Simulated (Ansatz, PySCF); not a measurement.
B(F)(Cl)(vinyl) (C2H3BClF), SMILES FB(Cl)C=C. Atoms are numbered in the order given.

```xyz
8

B      0.5249     0.1708     0.0000
F      1.6706     0.8376     0.0000
Cl    -0.9563     1.1292     0.0000
C      0.5115    -1.3817     0.0000
C     -0.6212    -2.0984     0.0000
H      1.4745    -1.9077     0.0000
H     -0.6187    -3.1943     0.0000
H     -1.6004    -1.6063     0.0000
```
Charge 0, spin multiplicity 1.

Coordinates come from a ωB97X-D3(BJ)/def2-SVP optimisation. Other conformers were not sampled.

Vertical ionisation energy (IE) and electron affinity (EA) in eV. Rows of orbital energies are one-electron estimates. Where ΔSCF, EOM or ADC give a negative EA the extra electron is unbound and the value depends on the basis.

```json
[
 {"level": "−ε(HOMO), −ε(LUMO), M06-2X/def2-TZVP (PySCF)", "IE": "9.77", "EA": "0.95"},
 {"level": "ΔSCF, CAM-B3LYP/def2-SVPD (Ansatz), final states of multiplicity 2 and 2", "IE": "10.92", "EA": "-0.01"}
]
```

### Question
What vertical singlet–triplet gap does ΔSCF give with CAM-B3LYP/def2-SVPD (Ansatz, a program for electronic structure)? (Estimate from the structure and the level; the computed values follow.)

### Answer
3.80 eV (triplet above singlet where positive).
